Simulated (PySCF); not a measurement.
# Dy(IV) with different ligands

Computed with PySCF 2.14.0, PBE0, def2-SVP on the ligands, density fitting, scalar-relativistic core potentials, no spin-orbit coupling, vacuum. The metal has lcecp-2-SVP with ECP54. Each complex is relaxed within the symmetry of a template of the same shape. Distances are means of the shortest metal–ligand contacts, charges and spins Mulliken's; removal energies are rigid, with the ligand's formal charge and no counterpoise, so too large; for an anion taken off a cation in vacuum most of it is the attraction of opposite charges, and multiply charged cations can part far more cheaply with an electron moved from ligand to metal. lcecp potentials hold a fixed number of 4f electrons in the core, out of states, spins and gaps.

```
complex  point group  M–first ligand (Å)  charge on M (e)  removal of one first-named ligand (eV)  strongest infrared band, degenerate modes summed (cm⁻¹)  unstable modes (below −25 cm⁻¹)
  DyCl4           Td               2.377             0.90                                   10.46                                                      390                                0
```

Task: Order these by the energy to remove one first-named ligand, lowest first.
A. Dy(NH2)4
B. DyH4
C. DyF4
D. Dy(OH)4
E. Dy(SH)4

Result: E (9.83), B (11.02), A (11.31), D (11.95), C (13.35).

Task: What else do they give?

Result: 
```
 complex  point group  M–first ligand (Å)  charge on M (e)  removal of one first-named ligand (eV)  strongest infrared band, degenerate modes summed (cm⁻¹)  unstable modes (below −25 cm⁻¹)
 Dy(SH)4           S4               2.484             0.54                                    9.83                                                      336                                0
Dy(NH2)4           S4               2.100             0.94                                   11.31                                                        –                        not given
    DyF4           Td               1.945             1.59                                   13.35                                                      658                                0
 Dy(OH)4           Td               1.978             1.28                                   11.95                                                     4035                                0
    DyH4           Td               1.889             0.67                                   11.02                                                     1668                                0
```

Moved off a saddle point of the template and relaxed again: Dy(NH2)4. One start shape was tried for each, so a minimum needn't be the lowest isomer. Oxidation states forced by the potential, rare, strongly oxidising or of another configuration in reality: Dy(SH)4, Dy(NH2)4, DyF4, Dy(OH)4, DyH4, DyCl4.
